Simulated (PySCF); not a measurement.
Compound: CH5BFNO.
Atom-mapped SMILES: `[NH2:1][BH:2][O:3][CH2:4][F:5]` (hydrogens: H6, H7 on N1; H8 on B2; H9, H10 on C4)

Level of theory: PBE0-D3(BJ)/def2-SVP geometry optimisation, gas phase (PySCF 2.14.0).

(1) Give the optimised bond lengths and angles.

## Answers

(1) 
```
         bond  length (Å)   order
        N1–B2       1.397  single
        B2–O3       1.382  single
        O3–C4       1.366  single
        C4–F5       1.376  single
 N1–H6, N1–H7       1.011  single
        B2–H8       1.207  single
C4–H9, C4–H10       1.104  single
```

Bonds in one row agree within 0.01 Å and their mean is given. Orders are formal, as drawn. A selection of angles:
```
    angle  degrees
 B2–N1–H6    121.5
 B2–N1–H7    123.1
 H6–N1–H7    114.6
 N1–B2–O3    122.6
 N1–B2–H8    121.0
 O3–B2–H8    116.4
 B2–O3–C4    121.9
 O3–C4–F5    111.6
 O3–C4–H9    111.5
O3–C4–H10    108.6
 F5–C4–H9    106.7
H9–C4–H10    110.6
```

Torsions: N1–B2–O3–C4 11° (synperiplanar); B2–O3–C4–F5 -61° (synclinal). The mirror-image conformer, all signs reversed, is as good.

Of the pairs four or more bonds apart, those above aside, C4···H7 is among the closest relative to their van der Waals radii: 2.66 Å, 92 % of the sum of Bondi's values. H7 on N1 lies 2.27 Å from F5, 5 bonds away (angle at H 115°; Bondi radii sum to 2.67 Å). B2 (three-coordinate boron) is planar (angles 122.6°, 121.0° and 116.4°, sum 360.0°, 0.01 Å off the plane of its three neighbours). N1 (boron-bound nitrogen) is almost planar (angles 123.1°, 121.5° and 114.6°, sum 359.3°, 0.06 Å off the plane of its three neighbours).

Point group: C1 (no symmetry element, even within 0.4 Å). Not checked by PBE0-D3(BJ)/def2-SVP frequencies. The numbers are those of one conformer.

The run took 18 s of wall time on one thread of an Arm Neoverse V1, on a shared host. These figures are those of the optimisation.
